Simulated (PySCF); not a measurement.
C4H6BrN3.
Numbering: `[CH3:1][c:2]1[n:3][n:4]([CH3:5])[n:6][c:7]1[Br:8]` (hydrogens: H9, H10, H11 on C1; H12, H13, H14 on C5)

Cartesian coordinates in Å at the PBE0-D3(BJ)/def2-SVP level; atoms count from 1:
```xyz
14
C4H6BrN3 angstrom
C     -1.9768   -1.0023    0.7562
C     -0.8208   -0.2183    0.2542
N      0.2057   -0.7520   -0.4039
N      0.9956    0.2650   -0.6800
C      2.2675    0.0881   -1.3309
N      0.5900    1.4402   -0.2527
C     -0.5605    1.1661    0.3430
Br    -1.6191    2.4710    1.1375
H     -1.8456   -2.0618    0.5028
H     -2.9195   -0.6459    0.3135
H     -2.0737   -0.9085    1.8487
H      3.0482   -0.1698   -0.5991
H      2.5310    1.0273   -1.8300
H      2.1758   -0.7214   -2.0646
```

The calculation used TDDFT PBE0/def2-SVPD, vertical, gas phase, core orbitals frozen in the response in PySCF 2.14.0, density-fitted response routines. Relativistic effects, spin–orbit coupling among them, are left out although an element past zinc is present.

Predict the UV-vis stick spectrum at this level.

```
state  E (eV)  ν̃ (cm⁻¹)       f  main configurations (H = HOMO, L = LUMO)
   S1    5.83      47010   0.016                    H→L+1 (86%), H→L (10%)
   S2    5.89      47470   0.173                    H→L (85%), H→L+1 (10%)
   S3    6.38      51490  0.0006                  H-2→L (59%), H-3→L (38%)
   S4    6.78      54670  0.0012                               H→L+2 (91%)
   S5    6.87      55410  0.0049                  H-3→L (57%), H-2→L (33%)
   S6    6.96      56140  0.0011                             H-2→L+1 (86%)
   S7    7.01      56580   0.026                  H→L+3 (52%), H-1→L (42%)
   S8    7.16      57750  0.0019                             H-1→L+1 (85%)
   S9    7.22      58190   0.027                               H→L+4 (86%)
  S10    7.45      60070   0.195                  H-1→L (45%), H→L+3 (43%)
```

Triplets, Tamm–Dancoff:

```csv
state,E (eV),λ (nm),"main configurations (H = HOMO, L = LUMO)"
T1,4.47,277.2,H→L (94%)
T2,4.96,249.7,"H-1→L (76%), H→L+3 (12%)"
T3,5.32,233.0,H→L+1 (90%)
T4,5.55,223.4,"H-3→L (58%), H-2→L (36%)"
```

The lowest singlet comes at 213 nm (562 kJ/mol) in the ultraviolet; it is weak; its leading configuration is HOMO→LUMO+1 (86%). The strongest level in the table is S10 at 7.45 eV (166 nm, f = 0.195). It is the last of those listed, so stronger ones may follow. Löwdin shares by element: HOMO carbon 34% or more, bromine 29%, nitrogen 18% or more (atoms not listed hold the other 19%); LUMO nitrogen 68%, carbon 12% or more (atoms not listed hold the other 20%). Orbital energies (eV): HOMO-3 -8.88, HOMO-2 -8.38, HOMO-1 -8.32, HOMO -7.12, LUMO -0.40, LUMO+1 0.10, LUMO+2 0.72. Weighted by f, the mean energy of these states is 6.73 eV. The oscillator strengths of these states sum to 0.446; summed over the whole spectrum of an exact calculation they would give the number of electrons, 86 (Thomas–Reiche–Kuhn). The vertical ionisation energy (ΔSCF) is 8.92 eV, 1.47 eV above S10. Only the lowest 10 singlets were computed, as vertical energies without vibronic structure.

The run took 3.7 min (with the writing of density and orbital grids) on Arm Neoverse V2, one thread, shared host, and the process peaked at 0.92 GiB of memory.
